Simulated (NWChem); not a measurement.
C2H4BFO2; SMILES O=COB(C)F

```xyz
10

C     -1.5557     0.7009     0.0000
B     -0.0013     0.8559     0.0000
F      0.5767     2.0538     0.0000
O      0.9391    -0.1747     0.0000
C      0.6701    -1.5064     0.0000
O     -0.4155    -2.0209     0.0000
H     -1.8927     0.1262    -0.8708
H     -2.0544     1.6745     0.0000
H     -1.8927     0.1262     0.8708
H      1.6194    -2.0619     0.0000
```
Atoms are numbered in this order, from 1.

Results from NWChem. All runs use the structure optimised with B3LYP/6-31G* (spherical d). Vzz is the largest principal value of the second derivative of the potential at the nucleus (NWChem prints the opposite sign); η is the asymmetry. Non-relativistic.

```tsv
level	Vzz B2 (a.u.)	η B2	Vzz O4 (a.u.)	η O4	Vzz O6 (a.u.)	η O6	relative time
B3LYP/def2-SVP	0.347	0.61	1.240	0.46	-1.673	0.33	1
B3LYP/def2-TZVP	0.390	0.60	1.242	0.49	-1.678	0.42	4
CAM-B3LYP/def2-SVP	0.356	0.61	1.256	0.42	-1.689	0.34	4
```

Times are rough ratios from one shared machine.
